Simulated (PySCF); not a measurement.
**Multinuclear NMR of C2H5ClOSi**

Atom-mapped SMILES (the numbers label the heavy atoms): `[CH2:1]=[CH:2][O:3][SiH2:4][Cl:5]`. Hydrogens are named by the atom that carries them. Ha(C1) is cis to O3; Hb(C1) is trans to O3.

PySCF 2.14.0 with density-fitted response routines calculation with σ from GIAO-PBE0/pcSseg-1 and geometry: GFN2-xTB; a single conformation, fast rotation and ring inversion assumed for equivalent nuclei, non-relativistic Hamiltonian, gas phase.

(1) What are the 29Si shifts?

(2) Where does 17O resonate?

Results:

(1) 
```csv
atoms,environment,σ (ppm),δ (ppm)
Si4,"silicon bonded to Cl, O, 2 H",379.8,-32.2
```

Shieldings were converted by a linear fit to measured shifts: 29Si (scatter 8.9 ppm rms, 25.8 ppm with the 6 outliers that the fit left out vs TMS, solution or neat liquid). A few per cent of atoms miss by over 2 rms, more outside the fitted compound classes.

On a 500 MHz spectrometer 29Si resonates near 99.3 MHz, so 1 ppm is 99.3 Hz.

(2) 
```csv
atoms,environment,σ (ppm),δ (ppm)
O3,"oxygen bonded to C, Si",213.9,71.8
```

Shieldings were converted by a linear fit to measured shifts: 17O: δ = 266.70 − 0.911σ (rms 10.7 ppm, 155 shifts, 12.2 ppm with the 3 outliers that the fit left out vs liquid water, solution or neat liquid). Occasional misses reach two or three times the rms, and more in compound classes unlike the fitted ones.

On a 300 MHz spectrometer 17O resonates near 40.7 MHz, so 1 ppm is 40.7 Hz.
